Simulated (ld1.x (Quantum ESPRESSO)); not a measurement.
**Before and after: TM potential for barium (Ba)**

```
Element                 : Ba
Generator               : ld1.x (Quantum ESPRESSO) 7.5
Type                    : norm-conserving Troullier–Martins (Kleinman–Bylander form)
Functional              : LDA (PZ)
Relativity              : scalar-relativistic
Frozen core             : [Xe]
Valence charge          : 2
Reference configuration : 5d0 6s1 6p0 (charge +1)
Partial waves           : 6p (bound, empty): rc 3.70 bohr; 5d (bound, empty): rc 4.05 bohr; 6s (bound): rc 2.85 bohr
Local potential         : the s channel
Core correction         : none
```

Change: functional PBE.

Cutoffs: the cutoffs (Ry, on a coarse ladder) from which the occupation-weighted sum of valence levels, in a spherical-Bessel basis at the reference potential, stays within 10 and 1 mRy of its value at 400 Ry; they do not see the model core or the augmentation charge, which bear on the density cutoff. Errors are all-electron minus pseudo energies relative to the spin-unpolarised reference configuration.

Q: How do hardness, ghosts and transferability respond?

A: The potential gets neither clearly harder nor softer (8 Ry and 25 Ry → 8 Ry and 25 Ry); both files keep a bound ghost (p, s); the number of tests with a reliable result goes from 9 to 7; of the 7 tests that both files solve, the error grows in 4 and shrinks in 3 by more than 15 % and 0.3 meV (median size 57.8 → 65.5 meV).

```tsv
quantity	base	changed
cutoff, loose	8 Ry	8 Ry
cutoff, tight	25 Ry	25 Ry
bound ghosts	p, s (extra level of the local part)	p, s (extra level of the local part)
error for 5d0 6s2 6p0, meV [ΔE -5.54 → -5.36 eV]	+58	+33
error for 5d0 6s1.5 6p0, meV [ΔE -3.33 → -3.23 eV]	+20	+13
error for 5d0 6s1 6p1, meV [ΔE -3.42 → -3.33 eV]	+15	+7.4
error for 5d0 6s0 6p2, meV [ΔE -1.18 → -1.22 eV]	+49	+65
error for 5d0.5 6s1.5 6p0, meV [ΔE -4.90 → -4.72 eV]	+195	+229
error for 5d0 6s0 6p1, meV [ΔE 2.71 → 2.60 eV]	+67	+95
error for 5d1 6s0 6p0, meV [ΔE 0.73 → 0.68 eV]	+521	+855
s: phases at 4.40 bohr within 0.05 rad from the reference energy up to (Ry; the scan ends near 5)	n/a	n/a
p: phases at 4.40 bohr within 0.05 rad from the reference energy up to (Ry; the scan ends near 5)	2.1	2.1
d: phases at 4.40 bohr within 0.05 rad from the reference energy up to (Ry; the scan ends near 5)	0.3	0.3
```

 A true bound ghost makes a file unfit for plane-wave use even where its test errors are small: the radial tests pick states by their node count and pass the ghost by.
